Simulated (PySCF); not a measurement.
Isomers of C7H11NOSi, mass 153.061 u with the commonest isotopes. The calculation used PBE0/pcSseg-1 in PySCF (dipole) on a GFN2-xTB geometry, gas phase. One conformer each, none proved a minimum here; rigid rotors.

Question: Order these by dipole moment, smallest first.
A. `[CH2:1]=[CH:2]/[C:3]([SiH2:4][CH3:5])=[C:6](/[C:7]#[N:8])[O:9][CH3:10]` with C1–C2–C3–Si4 5°, C2–C3–Si4–C5 -78°, C3–C6–O9–C10 180°
B. `[CH2:1]=[CH:2][CH2:3][SiH2:4][O:5]/[C:6]([C:7]#[N:8])=[CH:9]\[CH3:10]` with C1–C2–C3–Si4 -104°, C2–C3–Si4–O5 45°, C3–Si4–O5–C6 50°, Si4–O5–C6–C7 9°
C. `[CH2:1]=[C:2]1[CH2:3][O:4][C@@H:5]([CH2:6][C:7]#[N:8])[CH2:9][SiH2:10]1` with O4–C5–C6–C7 -174°, C1–C2–C3–O4 131°, C2–C3–O4–C5 70°, C3–O4–C5–C6 162°, O4–C5–C9–Si10 57°
D. `[CH3:1][CH2:2][Si@H:3]1[C:4](=[O:5])[CH:6]=[C:7]1/[CH:8]=[N:9]/[CH3:10]` with C1–C2–Si3–C4 -157°, C6–C7–C8–N9 172°
E. `[CH3:1][CH2:2][C:3]1=[CH:4][C:5]([NH:6][CH:7]=[O:8])=[CH:9][SiH2:10]1` with C1–C2–C3–C4 0°, C4–C5–N6–C7 0°, C5–N6–C7–O8 0°
F. `[CH2:1]=[C:2]1[CH2:3][C@:4]([C:5]#[N:6])([O:7][CH2:8][CH3:9])[SiH2:10]1` with C3–C4–O7–C8 -179°, C4–O7–C8–C9 172°

Answer: A (2.49 D), E (2.66 D), B (2.97 D), F (3.47 D), C (3.78 D), D (4.33 D).

Question: Order these by radius of gyration √(Σ m r²/M), smallest first.
A. `[CH3:1][CH2:2][Si@H:3]1[C:4](=[O:5])[CH:6]=[C:7]1/[CH:8]=[N:9]/[CH3:10]` with C1–C2–Si3–C4 -157°, C6–C7–C8–N9 172°
B. `[CH2:1]=[CH:2][CH2:3][SiH2:4][O:5]/[C:6]([C:7]#[N:8])=[CH:9]\[CH3:10]` with C1–C2–C3–Si4 -104°, C2–C3–Si4–O5 45°, C3–Si4–O5–C6 50°, Si4–O5–C6–C7 9°
C. `[N:1]#[C:2][CH2:3][CH2:4][SiH2:5][O:6][C@:7]12[CH2:8][C@H:9]1[CH2:10]2` with C2–C3–C4–Si5 180°, C3–C4–Si5–O6 -57°, C4–Si5–O6–C7 -175°, Si5–O6–C7–C8 143°
D. `[CH3:1][CH2:2][C:3]1=[CH:4][C:5]([NH:6][CH:7]=[O:8])=[CH:9][SiH2:10]1` with C1–C2–C3–C4 0°, C4–C5–N6–C7 0°, C5–N6–C7–O8 0°
E. `[CH2:1]=[CH:2]/[C:3]([SiH2:4][CH3:5])=[C:6](/[C:7]#[N:8])[O:9][CH3:10]` with C1–C2–C3–Si4 5°, C2–C3–Si4–C5 -78°, C3–C6–O9–C10 180°
F. `[CH2:1]=[C:2]1[CH2:3][C@:4]([C:5]#[N:6])([O:7][CH2:8][CH3:9])[SiH2:10]1` with C3–C4–O7–C8 -179°, C4–O7–C8–C9 172°

Answer: B (2.310 Å), F (2.352 Å), E (2.415 Å), D (2.455 Å), A (2.485 Å), C (2.844 Å).

Question: Order these by rotational constant B, smallest first.
A. `[CH2:1]=[CH:2][CH2:3][SiH2:4][O:5]/[C:6]([C:7]#[N:8])=[CH:9]\[CH3:10]` with C1–C2–C3–Si4 -104°, C2–C3–Si4–O5 45°, C3–Si4–O5–C6 50°, Si4–O5–C6–C7 9°
B. `[CH3:1][CH2:2][C:3]1=[CH:4][C:5]([NH:6][CH:7]=[O:8])=[CH:9][SiH2:10]1` with C1–C2–C3–C4 0°, C4–C5–N6–C7 0°, C5–N6–C7–O8 0°
C. `[CH3:1][CH2:2][Si@H:3]1[C:4](=[O:5])[CH:6]=[C:7]1/[CH:8]=[N:9]/[CH3:10]` with C1–C2–Si3–C4 -157°, C6–C7–C8–N9 172°
D. `[N:1]#[C:2][CH2:3][CH2:4][SiH2:5][O:6][C@:7]12[CH2:8][C@H:9]1[CH2:10]2` with C2–C3–C4–Si5 180°, C3–C4–Si5–O6 -57°, C4–Si5–O6–C7 -175°, Si5–O6–C7–C8 143°
E. `[CH2:1]=[C:2]1[CH2:3][O:4][C@@H:5]([CH2:6][C:7]#[N:8])[CH2:9][SiH2:10]1` with O4–C5–C6–C7 -174°, C1–C2–C3–O4 131°, C2–C3–O4–C5 70°, C3–O4–C5–C6 162°, O4–C5–C9–Si10 57°

Answer: D (452.4 MHz), E (650.7 MHz), C (798.9 MHz), A (826.4 MHz), B (867.7 MHz).

```csv
SMILES,point group,Ia (u·Å²),Ib (u·Å²),Ic (u·Å²),κ,μa (D),μb (D),μc (D)
CCC1=CC(NC=O)=C[SiH2]1,Cs,345.92,582.41,916.18,-0.30,0.03,2.66,0.00
CC[Si@H]1C(=O)C=C1/C=N/C,C1,336.38,632.56,921.29,-0.47,4.30,0.31,0.42
C=C1C[C@](C#N)(OCC)[SiH2]1,C1,297.55,642.98,753.09,-0.78,0.94,3.31,0.42
C=CC[SiH2]O/C(C#N)=C\C,C1,372.34,611.52,650.24,-0.83,0.72,2.49,1.45
C=C1CO[C@@H](CC#N)C[SiH2]1,C1,194.97,776.72,926.04,-0.90,3.50,1.38,0.40
C=C/C([SiH2]C)=C(/C#N)OC,C1,336.71,593.94,854.61,-0.43,0.07,2.38,0.74
N#CCC[SiH2]O[C@]12C[C@H]1C2,C1,160.13,1117.16,1199.54,-0.98,3.95,1.87,0.29
```
